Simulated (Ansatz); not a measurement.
Ansatz results at the PBE0-D4/def2-TZVP geometry: HOMO–LUMO gap (ωB97M-V/def2-TZVPP) 13.10 eV; LUMO energy (PBE0/def2-TZVPP) 1.40 eV; size of the dipole moment (ωB97M-V/def2-TZVPP) 0.60 D.

Each molecule was computed in one conformer, which needn't be the lowest.

(1) Which molecule gave them?
A. `[F][AlH][CH](F)[SiH3]`
B. `C=[N][Al]([NH2])[OH]`
C. `NC(F)CO`
D. `COC(N)F`

Answers

(1) D. The others give `[F][AlH][CH](F)[SiH3]`: 10.53, -1.26, 0.52; `C=[N][Al]([NH2])[OH]`: 10.12, -0.69, 1.56; `NC(F)CO`: 12.70, 1.02, 0.82.
